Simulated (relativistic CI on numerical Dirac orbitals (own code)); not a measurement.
## Transition arrays of Ru XXI

Computed by Dirac-Coulomb-Breit CI, KLI orbitals optimised for each configuration, model QED (radiative potential, 1s self-energy scaled to tabulated hydrogen-like ionisation energies), valence Slater integrals scaled by 0.9, whole transition arrays (own radial code, finite nucleus).

CI space (outside the closed core [Ne] 3s2): 3p6 3d6, 3p6 3d5 4f, 3p5 3d7, 3p6 3d5 4p, 3p6 3d5 5f. Levels of other configurations are missing.

All E1 lines from the levels of 3p6 3d6; mean and standard deviation are weighted by gf, and upper levels are sorted by their leading configuration.

```tsv
Upper configuration	Lines	Σgf	Mean (eV)	Mean (nm)	σ (eV)	Strongest line (nm)
3p6 3d5 4f	5470	830.5	528.41	2.346	5.80	2.318
3p5 3d7	1718	168.0	187.08	6.627	14.49	6.004
3p6 3d5 4p	3245	56.2	404.12	3.068	5.63	3.079
3p6 3d5 5f	5470	317.1	666.50	1.860	6.47	1.855
```

Σgf per state of the lower configuration in bins of 0.2 nm over the central range (centre: value): 1.9: 1.51, 2.3: 3.76, 2.5: 0.20, 3.1: 0.25, 6.1: 0.17, 6.3: 0.11, 6.5: 0.13, 6.7: 0.06, 6.9: 0.08, 7.1: 0.07.

(1) How do configuration mixing and the scaling of the Slater integrals move the arrays?

Answers

(1) Slater scale 0.9, no configuration mixing: 3p6 3d5 4f 528.7 ± 5.9 eV (Σgf 850.2), 3p5 3d7 187.6 ± 14.6 eV (Σgf 183.2), 3p6 3d5 4p 404.2 ± 5.6 eV (Σgf 53.9), 3p6 3d5 5f 666.1 ± 6.5 eV (Σgf 244.0); Slater scale 1: 3p6 3d5 4f 529.4 ± 6.3 eV (Σgf 834.8), 3p5 3d7 188.4 ± 15.4 eV (Σgf 167.4), 3p6 3d5 4p 404.2 ± 6.2 eV (Σgf 56.5), 3p6 3d5 5f 666.9 ± 7.1 eV (Σgf 319.3); Slater scale 0.8: 3p6 3d5 4f 527.4 ± 5.3 eV (Σgf 826.2), 3p5 3d7 185.8 ± 13.6 eV (Σgf 168.6), 3p6 3d5 4p 404.0 ± 5.1 eV (Σgf 55.9), 3p6 3d5 5f 666.1 ± 5.9 eV (Σgf 315.0). With mixing, levels are counted to their leading configuration, so an array can shrink or vanish into another, and the sums then hold other lines.
